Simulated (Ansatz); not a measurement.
The cluster Ge₃O₈H₄⁺. Total charge 1; doublet. Geometry PBE-D4/def2-SVP; atoms count from 1.

```xyz
15

Ge   -2.132    1.103    0.439
Ge    0.512   -0.105   -0.247
Ge   -0.524    0.727    2.422
O     0.549   -2.017   -0.470
O     0.929    0.129    1.433
O    -1.879   -0.240    1.657
O     1.680   -2.057   -2.507
O     0.777   -2.621   -1.689
O    -0.961    0.580   -0.906
O    -1.107    2.187    1.491
O     1.893    0.114   -1.415
H    -0.177    0.740    3.910
H     1.913   -1.038   -2.112
H     2.006    0.990   -1.844
H    -3.477    1.510   -0.162
```

The structure holds 2 bonds between oxygen atoms, so isomers without such links may lie far lower. The structure comes from a short search, and lower isomers may exist.

(1) Estimate the Mulliken populations from the PBE0/def2-SVP orbitals of Ansatz.

(2) Where does the spin sit?

(3) And the Mayer bond orders between heavy atoms (over 0.3)?

Results:

(1) 
```json
{"atom": "Ge1", "charge (e)": "1.01", "spin (α − β)": "0.00"}
{"atom": "Ge2", "charge (e)": "1.17", "spin (α − β)": "0.00"}
{"atom": "Ge3", "charge (e)": "1.01", "spin (α − β)": "0.00"}
{"atom": "O4", "charge (e)": "-0.25", "spin (α − β)": "0.17"}
{"atom": "O5", "charge (e)": "-0.58", "spin (α − β)": "0.00"}
{"atom": "O6", "charge (e)": "-0.61", "spin (α − β)": "0.00"}
{"atom": "O7", "charge (e)": "-0.03", "spin (α − β)": "0.37"}
{"atom": "O8", "charge (e)": "0.19", "spin (α − β)": "0.46"}
{"atom": "O9", "charge (e)": "-0.60", "spin (α − β)": "0.01"}
{"atom": "O10", "charge (e)": "-0.60", "spin (α − β)": "0.00"}
{"atom": "O11", "charge (e)": "-0.45", "spin (α − β)": "0.00"}
{"atom": "H12", "charge (e)": "0.08", "spin (α − β)": "0.00"}
{"atom": "H13", "charge (e)": "0.31", "spin (α − β)": "-0.01"}
{"atom": "H14", "charge (e)": "0.28", "spin (α − β)": "0.00"}
{"atom": "H15", "charge (e)": "0.08", "spin (α − β)": "0.00"}
```
Mulliken values depend strongly on the basis.

(2) Summed by element: Ge 0.00, O 1.01, H -0.01, of 1 unpaired in all. Largest on single atoms: O8 0.46, O7 0.37, O4 0.17.

(3) Ge1–O6 0.89 (1.83 Å); Ge1–O9 0.78 (1.86 Å); Ge1–O10 0.91 (1.83 Å); Ge2–O4 0.62 (1.92 Å); Ge2–O5 1.14 (1.75 Å); Ge2–O9 1.12 (1.75 Å); Ge2–O11 0.84 (1.82 Å); Ge3–O5 0.78 (1.86 Å); Ge3–O6 0.88 (1.83 Å); Ge3–O10 0.91 (1.83 Å); O4–O8 1.04 (1.38 Å); O7–O8 1.22 (1.34 Å).
